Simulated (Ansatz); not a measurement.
`[F][SnH2][PH]S` + `C=CCO` → `OPS` + `C=C[CH2][SnH2][F]`  (formal exchange of groups at a P–Sn bond)

Isolated molecules relaxed with PBE0-D4/def2-TZVP in Ansatz; ΔE leaves out vibrations. CCSD(T)/CBS adds triple-zeta CCSD(T) − MP2 to the extrapolated MP2 energy (def2 sets, frozen cores). Functionals use def2-TZVPP. Elements past krypton have def2 core potentials. For Sn outer-core shells are correlated without core-valence functions, which leaves a few kJ/mol of doubt a bond. One conformer a species, not always the lowest.

```json
{"level": "LDA (SPW92)", "ΔE (kcal/mol)": "-11.3", "difference from CCSD(T)/CBS": "1.7"}
{"level": "r2SCAN-D4", "ΔE (kcal/mol)": "-12.3", "difference from CCSD(T)/CBS": "0.7"}
{"level": "BHLYP-D4", "ΔE (kcal/mol)": "-11.4", "difference from CCSD(T)/CBS": "1.6"}
{"level": "ωB97M-V", "ΔE (kcal/mol)": "-12.8", "difference from CCSD(T)/CBS": "0.2"}
{"level": "r2SCAN", "ΔE (kcal/mol)": "-12.3", "difference from CCSD(T)/CBS": "0.7"}
{"level": "LC-ωPBE", "ΔE (kcal/mol)": "-12.0", "difference from CCSD(T)/CBS": "1.0"}
{"level": "HF/def2-TZVPP", "ΔE (kcal/mol)": "-10.9", "difference from CCSD(T)/CBS": "2.1"}
{"level": "HF/def2-QZVPP", "ΔE (kcal/mol)": "-11.4", "difference from CCSD(T)/CBS": "1.6"}
{"level": "HF/CBS(def2)", "ΔE (kcal/mol)": "-11.4", "difference from CCSD(T)/CBS": "1.6"}
{"level": "CCSD/CBS(def2)", "ΔE (kcal/mol)": "-12.9", "difference from CCSD(T)/CBS": "0.1"}
{"level": "CCSD(T)/CBS", "ΔE (kcal/mol)": "-13.0", "difference from CCSD(T)/CBS": "0"}
```

Largest T1 diagnostic among the species: 0.014.

In def2-TZVPP, CCSD(T) changes the Hartree–Fock value by −1.8 kcal/mol (the triples alone add −0.2 kcal/mol) and MP2 by −3.6 kcal/mol. Leaving LDA and LC-ωPBE aside and taking each functional with its dispersion term where it has one, the values, not all of them listed here, spread over 2.3 kcal/mol, from ωB97M-V to HSE06-D4.

CCSD(T)/CBS has its own doubt, a few kJ/mol and more with outer-core shells, so smaller differences from it don't rank the levels.
